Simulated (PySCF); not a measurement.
PySCF input file for O₂P₂, SMILES o1p2op12, B3LYP/pcJ-1. Geometry optimised at B3LYP-D3(BJ)/def2-SVP.

```python
import numpy as np
from pyscf import gto, scf, dft
from pyscf.prop.ssc import rks as ssc

mol = gto.M(
    atom='''
    P     0.00000000    0.00000000    1.26084402
    P     0.00000000    0.00000000   -1.26084402
    O     0.00000000   -1.11261891    0.00000000
    O     0.00000000    1.11261891    0.00000000
    ''',
    basis='pcJ-1',
    charge=0,
    spin=0,
    max_memory=1600,
    verbose=3,
)
mf = dft.RKS(mol, xc='b3lyp')
mf.grids.level = 3
mf.conv_tol = 1e-10
mf.max_cycle = 100
mf.kernel()
j = ssc.SSC(mf)
j.with_fcsd = True
j.max_cycle_cphf = 80
j.conv_tol = 1e-7
e11 = j.kernel()
```

Program output:

```
converged SCF energy = -828.678499909994
Reduced spin-spin coupling constant K (Hz)
               #0        #1        #2        #3
        0 P    0.00000
        1 P  -218.25667   0.00000
        2 O  -91.07864 -91.07864   0.00000
        3 O  -91.07864 -91.07864 -11.80315   0.00000
Spin-spin coupling constant J (Hz)
               #0        #1        #2        #3
        0 P    0.00000
        1 P  -1117.92686   0.00000
        2 O  156.14615 156.14615   0.00000
        3 O  156.14616 156.14616  -6.77301   0.00000
```

The run converged.
